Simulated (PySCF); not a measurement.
**Vertical excitation energies**

Compound: C₅H₆O₂.
InChI=1S/C5H6O2/c1-2-5(7)3-4-6/h2,4H,1,3H2

Method used: TDDFT PBE0/def2-SVPD, vertical, gas phase, core orbitals frozen in the response in PySCF 2.14.0, density-fitted response routines. One conformer (not necessarily the lowest) at the GFN2-xTB geometry, without solvent, vibrations or thermal averaging. Torsions of this conformer, `[CH2:1]=[CH:2][C:3](=[O:4])[CH2:5][CH:6]=[O:7]`: C1–C2–C3–O4 7°, C2–C3–C5–C6 -73°, C3–C5–C6–O7 88°.

```tsv
state	λ (nm)	E (eV)	f	main configurations (H = HOMO, L = LUMO)
S1	343.5	3.61	0.0059	H→L (84%), H-1→L (12%)
S2	302.8	4.09	0.0040	H-1→L (57%), H→L+1 (20%), H-1→L+1 (17%)
S3	245.9	5.04	0.0019	H→L+1 (54%), H-1→L (29%), H-1→L+1 (10%)
S4	220.8	5.62	0.190	H-2→L (80%), H-1→L+1 (10%)
S5	214.6	5.78	0.043	H-1→L+1 (59%), H→L+1 (22%), H-2→L (12%)
S6	187.7	6.61	0.112	H-2→L+1 (92%)
```

Triplets (Tamm–Dancoff): T1 3.09 eV, H→L (84%); T2 3.49 eV, H-2→L (84%), H-2→L+1 (9%).

The lowest singlet lies at 3.61 eV (344 nm, ultraviolet) and is weak; its leading configuration is HOMO→LUMO (84%). The strongest level in the table is S4 at 5.62 eV (221 nm, f = 0.190). Löwdin shares by element: HOMO oxygen 62%, carbon 20% or more (atoms not listed hold the other 18%); LUMO carbon 53% or more, oxygen 19% or more (atoms not listed hold the other 29%). Of the 6 states listed, 3 reach f = 0.01 and none stays under 0.0005. The oscillator strengths of these states sum to 0.356; summed over the whole spectrum of an exact calculation they would give the number of electrons, 52 (Thomas–Reiche–Kuhn). The listed states span 3.00 eV, and the widest gap between neighbours is 0.95 eV (S2 to S3). No computed singlet lies in the visible range (380 to 750 nm); the lowest, at 344 nm, stands 0.35 eV above its violet end (3.26 eV); a Tamm–Dancoff triplet lies at 402 nm, without intensity as long as spin–orbit coupling is left out. Only the lowest 6 singlets were computed, as vertical energies without vibronic structure.
